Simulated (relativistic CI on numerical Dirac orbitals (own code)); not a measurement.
**How well does a small relativistic CI reproduce Nd⁺?**

Calculated at this level of theory: Dirac-Coulomb-Breit CI, orbitals from a KLI potential per configuration, model QED (radiative potential, 1s self-energy scaled to tabulated hydrogen-like ionisation energies), valence Slater integrals scaled by 0.85, P86 correlation estimate, and configurations built on the next ion tied to the tabulated ionisation energy (semi-empirical) (own radial code, finite nucleus).

Configuration list (outside the closed core [Xe]): 4f4 6s, 4f4 5d, 4f3 5d2, 4f4 6p, 4f4 6d, 4f4 7s, 4f4 5f, 4f4 6f, 4f3 6s2, 4f3 5d 6p, 4f2 6s2 5d, 4f2 6s2 5g, 4f2 6s2 6f, 4f2 6s 7s2, 4f2 6s2 6d. The list is cut by size and lacks configurations that can hold low levels.

```tsv
Configuration	Term (tabulated)	J	Measured (cm⁻¹)	Computed	Error	Purity (%)
4f4 6s	6I	7/2	0.0	0	0	93
4f4 6s	6I	9/2	513.3	604	91	77
4f4 6s	6I	11/2	1470.1	1554	84	82
4f4 6s	4I	9/2	1650.2	1879	228	77
4f4 6s	6I	13/2	2585.5	2669	84	87
4f4 6s	4I	11/2	3066.8	3313	246	81
4f4 6s	6I	15/2	3801.9	3894	92	90
4f4 5d	6L	11/2	4437.6	5608	1170	96
4f4 6s	4I	13/2	4512.5	4785	272	85
4f4 6s	6I	17/2	5085.6	5193	107	92
4f4 5d	6L	13/2	5487.7	6594	1106	97
4f4 6s	4I	15/2	5985.6	6288	303	87
4f4 5d	6K	9/2	6005.3	7325	1320	95
4f4 5d	6L	15/2	6637.4	7687	1050	97
4f4 5d	6K	11/2	6931.8	8217	1285	95
4f4 5d	6I	7/2	7524.7	10027	2503	92
4f4 5d	6L	17/2	7868.9	8870	1001	98
4f4 5d	6K	13/2	7950.1	9213	1263	95
4f3 5d2	6M°	13/2	8009.8	-5330	-13340	94
4f4 5d	6I	9/2	8420.3	10821	2401	94
4f4 5d	6G †	3/2	8716.4	11024	2308	95
4f4 5d	6G †	5/2	8796.4	11379	2582	88
4f4 5d	6K	15/2	9042.8	10295	1252	95
4f4 5d	6L	19/2	9166.2	10125	959	97
4f4 5d	6G	7/2	9198.4	11929	2731	76
4f4 5d	6I	11/2	9357.9	11713	2355	94
4f3 5d2	6M°	15/2	9448.2	-4056	-13504	96
4f4 5d	6H	5/2	9674.8	13105	3431	66
4f4 5d	6K	17/2	10194.8	11447	1253	94
4f4 5d	6I	13/2	10337.1	12697	2360	93
4f4 5d	6L	21/2	10516.8	11437	920	97
4f4 5d	6H	7/2	10666.8	14043	3376	73
4f4 5d	6G	9/2	10883.2	12705	1822	68
4f3 5d2	6M°	17/2	10980.5	-2660	-13640	98
4f4 5d	6I	15/2	11373.5	13760	2386	92
4f4 5d	6K	19/2	11392.2	12654	1262	93
4f4 5d	6H	9/2	11709.6	15022	3312	77
4f4 5d	6G †	11/2	12021.3	13768	1747	72
4f4 5d	6G †	13/2	12334.2	15063	2729	82
4f4 5d	6I	17/2	12460.0	14879	2419	90
4f3 5d2	6M°	19/2	12600.8	-1152	-13753	99
4f4 5d	6H	11/2	12887.1	16133	3246	66
4f3 5d2	6M°	21/2	14299.3	450	-13849	99
4f3 5d2	6M°	23/2	16064.1	2132	-13932	99
```

Measured levels from NIST Handbook of Basic Atomic Spectroscopic Data (Sansonetti and Martin, J. Phys. Chem. Ref. Data 34, 1559 (2005)); pairs were made by configuration, J and term (by order where the table uses no LS term), so strongly mixed levels may be paired wrongly.

Mean error by configuration (cm⁻¹): 4f4 6s 168; 4f4 5d 1924; 4f3 5d2 -13670. Over the excited levels the mean absolute error is 3326 cm⁻¹ (43 of the 45 excited levels that our extract of the source holds in range could be paired, and the others can miss by more), and the median relative error of those above 1,000 cm⁻¹ is 20 %. Some levels of the ground configuration have no partner. † marks terms whose computed intervals miss the measured ones by more than a factor of 2.5, or configurations far off the rest, from wrong mixing, a near crossing or a doubtful label or measurement; they are left out of the means.
